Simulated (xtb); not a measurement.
H3MgNO, SMILES [NH2][Mg][OH]. All values are semi-empirical tight-binding results from xtb (GFN2-xTB unless named), good for trends rather than for accurate numbers. Coordinates come from a GFN2-xTB optimisation. Other conformers were not sampled.

Optimised geometry:

```xyz
6

Mg     0.3547    -0.0850     0.3335
O      1.0733     0.1939    -1.1779
H      1.1116     0.4034    -2.1027
N     -1.4434    -0.1176     0.9197
H     -1.9465    -0.8555     0.4380
H     -1.9043     0.7447     0.6484
```

For metal compounds this method's bond lengths and energies can be far off.

* **orbital gap**: 2.18 eV
* **zero-point energy**: 21.7 kcal/mol
* **G − E(el) at 298.15 K (modified RRHO)**: 4.1 kcal/mol

Computed atomic charges and the Wiberg bond orders between heavy atoms:
charges (e) Mg1 0.40, O2 -0.59, H3 0.29, N4 -0.42, H5 0.16, H6 0.16. Bond orders Mg1–O2 1.08, Mg1–N4 1.08.
